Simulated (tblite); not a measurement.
A geometry optimisation, step by step.

GeH3PH2, GeH5P.
SMILES with atom numbers: `[PH2:1][GeH3:2]` (hydrogens: H3, H4 on P1; H5, H6, H7 on Ge2)

Computed with GFN2-xTB (tblite), gas phase: L-BFGS steps from a force-field or distance-geometry start until the largest atomic force falls under 0.01 eV/Å. 14 of its 25 geometries are shown.

Step 0: E = -189.9284 eV, largest atomic force 0.931 eV/Å
```
atom  x, y, z in Å  |  force x, y, z in eV/Å
P1      1.260   -0.121    0.862    0.452  -0.245  -0.776
Ge2    -0.815    0.190   -0.084    0.050  -0.113   0.054
H3      1.952    0.590   -0.194   -0.475  -0.536   0.589
H4      1.437   -1.418    0.249   -0.098   0.828   0.262
H5     -1.840   -0.736    0.638    0.351   0.486  -0.442
H6     -1.244    1.665    0.088    0.022  -0.593  -0.143
H7     -0.746   -0.166   -1.586   -0.302   0.173   0.454
```

Step 2: E = -190.0291 eV, largest atomic force 0.837 eV/Å
```
atom  x, y, z in Å  |  force x, y, z in eV/Å
P1      1.280   -0.132    0.827   -0.364   0.211   0.723
Ge2    -0.808    0.184   -0.081    0.296  -0.010   0.016
H3      1.926    0.558   -0.165    0.128   0.015  -0.358
H4      1.433   -1.372    0.260    0.086  -0.182  -0.282
H5     -1.818   -0.705    0.610    0.096   0.171  -0.178
H6     -1.243    1.627    0.079    0.003  -0.289  -0.073
H7     -0.767   -0.155   -1.558   -0.245   0.083   0.152
```

Step 4: E = -190.0644 eV, largest atomic force 0.159 eV/Å
```
atom  x, y, z in Å  |  force x, y, z in eV/Å
P1      1.268   -0.124    0.857    0.148  -0.019   0.037
Ge2    -0.787    0.181   -0.079    0.142  -0.012   0.013
H3      1.924    0.548   -0.174   -0.057  -0.068   0.057
H4      1.437   -1.365    0.247    0.002   0.085   0.018
H5     -1.806   -0.685    0.590   -0.054  -0.006  -0.028
H6     -1.242    1.597    0.071   -0.041   0.009  -0.024
H7     -0.790   -0.146   -1.540   -0.141   0.012  -0.073
```

Step 6: E = -190.0686 eV, largest atomic force 0.127 eV/Å
```
atom  x, y, z in Å  |  force x, y, z in eV/Å
P1      1.275   -0.124    0.865    0.116  -0.021   0.048
Ge2    -0.774    0.179   -0.077    0.016  -0.008   0.001
H3      1.919    0.539   -0.172    0.012   0.010   0.016
H4      1.438   -1.357    0.246    0.017  -0.007   0.026
H5     -1.804   -0.678    0.582   -0.052  -0.039   0.009
H6     -1.245    1.588    0.067   -0.027   0.069  -0.005
H7     -0.805   -0.143   -1.538   -0.082  -0.004  -0.095
```

Step 7: E = -190.0699 eV, largest atomic force 0.078 eV/Å
```
atom  x, y, z in Å  |  force x, y, z in eV/Å
P1      1.280   -0.124    0.869    0.060  -0.014   0.039
Ge2    -0.769    0.178   -0.077   -0.046  -0.004  -0.006
H3      1.918    0.537   -0.171    0.041   0.032  -0.001
H4      1.438   -1.355    0.246    0.028  -0.038   0.024
H5     -1.806   -0.678    0.580   -0.018  -0.021   0.000
H6     -1.246    1.588    0.066   -0.007   0.043  -0.003
H7     -0.812   -0.142   -1.540   -0.058   0.001  -0.052
```

Step 9: E = -190.0708 eV, largest atomic force 0.051 eV/Å
```
atom  x, y, z in Å  |  force x, y, z in eV/Å
P1      1.286   -0.125    0.872   -0.017  -0.001  -0.017
Ge2    -0.769    0.178   -0.077   -0.036   0.001  -0.009
H3      1.919    0.539   -0.170    0.041   0.018   0.010
H4      1.440   -1.356    0.248    0.035  -0.028   0.025
H5     -1.809   -0.680    0.580    0.012   0.006  -0.016
H6     -1.248    1.592    0.066    0.010  -0.011  -0.006
H7     -0.817   -0.142   -1.546   -0.045   0.013   0.013
```

Step 11: E = -190.0715 eV, largest atomic force 0.085 eV/Å
```
atom  x, y, z in Å  |  force x, y, z in eV/Å
P1      1.289   -0.126    0.873   -0.060   0.010  -0.060
Ge2    -0.772    0.178   -0.078    0.041   0.003  -0.012
H3      1.925    0.541   -0.169    0.018  -0.012   0.028
H4      1.445   -1.360    0.252    0.031   0.003   0.022
H5     -1.810   -0.681    0.579   -0.002   0.001  -0.004
H6     -1.247    1.593    0.065    0.009  -0.021  -0.002
H7     -0.826   -0.141   -1.548   -0.037   0.015   0.028
```

Step 13: E = -190.0725 eV, largest atomic force 0.072 eV/Å
```
atom  x, y, z in Å  |  force x, y, z in eV/Å
P1      1.289   -0.126    0.870   -0.058   0.013  -0.041
Ge2    -0.773    0.177   -0.081    0.067  -0.003  -0.020
H3      1.935    0.543   -0.164   -0.003  -0.032   0.023
H4      1.456   -1.364    0.260    0.016   0.029   0.006
H5     -1.810   -0.681    0.574   -0.016  -0.011   0.025
H6     -1.247    1.592    0.062    0.006   0.000   0.014
H7     -0.846   -0.136   -1.549   -0.012   0.003  -0.008
```

Step 15: E = -190.0729 eV, largest atomic force 0.033 eV/Å
```
atom  x, y, z in Å  |  force x, y, z in eV/Å
P1      1.286   -0.126    0.868   -0.012   0.006   0.014
Ge2    -0.771    0.177   -0.083   -0.011  -0.008  -0.019
H3      1.938    0.542   -0.161    0.000  -0.018   0.002
H4      1.461   -1.364    0.262    0.007   0.020  -0.003
H5     -1.810   -0.681    0.573    0.006   0.001   0.021
H6     -1.246    1.591    0.062    0.011   0.004   0.018
H7     -0.854   -0.134   -1.549   -0.002  -0.004  -0.033
```

Step 17: E = -190.0731 eV, largest atomic force 0.056 eV/Å
```
atom  x, y, z in Å  |  force x, y, z in eV/Å
P1      1.283   -0.125    0.868    0.016   0.000   0.030
Ge2    -0.771    0.176   -0.086   -0.054  -0.004  -0.013
H3      1.940    0.540   -0.159    0.001  -0.001  -0.005
H4      1.463   -1.363    0.263    0.000   0.003  -0.002
H5     -1.810   -0.681    0.575    0.025   0.015   0.003
H6     -1.244    1.591    0.064    0.015  -0.011   0.011
H7     -0.857   -0.134   -1.553   -0.003  -0.002  -0.023
```

Step 18: E = -190.0733 eV, largest atomic force 0.048 eV/Å
```
atom  x, y, z in Å  |  force x, y, z in eV/Å
P1      1.281   -0.124    0.868    0.019  -0.001   0.022
Ge2    -0.772    0.175   -0.088   -0.047  -0.001  -0.008
H3      1.941    0.539   -0.158   -0.001   0.008  -0.004
H4      1.466   -1.361    0.265   -0.005  -0.005   0.001
H5     -1.809   -0.681    0.577    0.025   0.016  -0.005
H6     -1.243    1.591    0.066    0.013  -0.016   0.005
H7     -0.861   -0.134   -1.556   -0.004   0.000  -0.011
```

Step 20: E = -190.0734 eV, largest atomic force 0.012 eV/Å
```
atom  x, y, z in Å  |  force x, y, z in eV/Å
P1      1.280   -0.124    0.869    0.002   0.000  -0.002
Ge2    -0.774    0.175   -0.091    0.003  -0.001  -0.004
H3      1.943    0.538   -0.157   -0.006   0.010   0.001
H4      1.468   -1.361    0.266   -0.009  -0.006   0.005
H5     -1.808   -0.680    0.578    0.007   0.003   0.000
H6     -1.241    1.590    0.067    0.006  -0.007   0.002
H7     -0.865   -0.133   -1.559   -0.003   0.001  -0.002
```

Step 22: E = -190.0734 eV, largest atomic force 0.016 eV/Å
```
atom  x, y, z in Å  |  force x, y, z in eV/Å
P1      1.280   -0.124    0.869   -0.006   0.000  -0.005
Ge2    -0.774    0.174   -0.091    0.016  -0.003  -0.002
H3      1.942    0.539   -0.157   -0.005   0.006   0.001
H4      1.468   -1.361    0.266   -0.006  -0.002   0.004
H5     -1.808   -0.680    0.577   -0.001  -0.003   0.004
H6     -1.241    1.589    0.067    0.003   0.003   0.002
H7     -0.866   -0.133   -1.559   -0.002   0.000  -0.004
```

Step 24: E = -190.0735 eV, largest atomic force 0.009 eV/Å
```
atom  x, y, z in Å  |  force x, y, z in eV/Å
P1      1.280   -0.124    0.869   -0.005   0.000  -0.001
Ge2    -0.773    0.174   -0.092    0.008  -0.003   0.001
H3      1.942    0.540   -0.156   -0.001   0.000   0.000
H4      1.467   -1.362    0.267   -0.001   0.001   0.000
H5     -1.806   -0.679    0.578   -0.002  -0.005   0.002
H6     -1.239    1.589    0.068    0.001   0.007   0.000
H7     -0.867   -0.133   -1.560   -0.001   0.000  -0.002
```

Task: Summarise the path.

Result: The energy falls by 0.1450 eV from step 0 to step 24; nine tenths of that is first reached at step 4. It falls at every step. The largest force goes from 0.931 to 0.009 eV/Å. Among the bonds Ge2–H5 changes most (a near tie, within 0.001 Å, with another), from 1.559 to 1.498 Å; the atoms move by 0.077 Å rms after alignment.

Hardware: x86-64 server, one thread (shared host).
